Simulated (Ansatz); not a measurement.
Ansatz (a program for electronic structure) input:

Ansatz 0.2 input:
```yaml
crystal:
  periodic: [false, false, false]
  atoms:
    - {symbol: Ag, position_ang: [-0.00000000, -0.00000000, -1.29830898]}
    - {symbol: Ag, position_ang: [0.00000000, 0.00000000, 1.29830898]}
basis:
  gaussian:
    orbitals: def2-TZVPD
hamiltonian:
  xc: {name: revPBE}
output: {forces: true}
```

Question: Predict the final energy.

Answer: -294.12476 Eh (revPBE/def2-TZVPD). The basis has 80 functions.
